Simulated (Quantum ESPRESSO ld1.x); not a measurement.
All-electron atom: In II in [Kr] 4d10 5s2. Method: scalar-relativistic Kohn-Sham, relativistic LDA (MacDonald-Vosko exchange, VWN5 correlation), spin-unpolarised, spherical densities, point nucleus; computed with ld1.x of Quantum ESPRESSO 7.5.

Unscreened Slater integrals over Kohn-Sham orbitals (eV). Empty in this configuration: 5p.

integral,value
"F0(5s,5s)",9.9442
"F0(5s,4d)",12.208
"G2(5s,4d)",1.7980
"F0(5s,4p)",12.567
"G1(5s,4p)",0.76379
"F0(5s,4s)",12.662
"G0(5s,4s)",0.50828
"F0(5s,5p)",8.6801
"G1(5s,5p)",5.5401
"F0(4d,4d)",20.953
"F2(4d,4d)",10.381
"F4(4d,4d)",6.7843
"F0(4d,4p)",23.298
"F2(4d,4p)",11.509
"G1(4d,4p)",14.550
"G3(4d,4p)",8.8993
"F0(4d,4s)",24.012
"G2(4d,4s)",10.811
"F0(4d,5p)",9.9257
"F2(4d,5p)",2.5313
"G1(4d,5p)",0.96113
"G3(4d,5p)",0.80279
"F0(4p,4p)",26.546
"F2(4p,4p)",13.876
"F0(4p,4s)",27.599
"G1(4p,4s)",18.712
"F0(4p,5p)",10.122
"F2(4p,5p)",1.9115
"G0(4p,5p)",0.35160
"G2(4p,5p)",0.44071
"F0(4s,4s)",28.801
"F0(4s,5p)",10.176
"G1(4s,5p)",0.47382
"F0(5p,5p)",7.8438
"F2(5p,5p)",4.1789
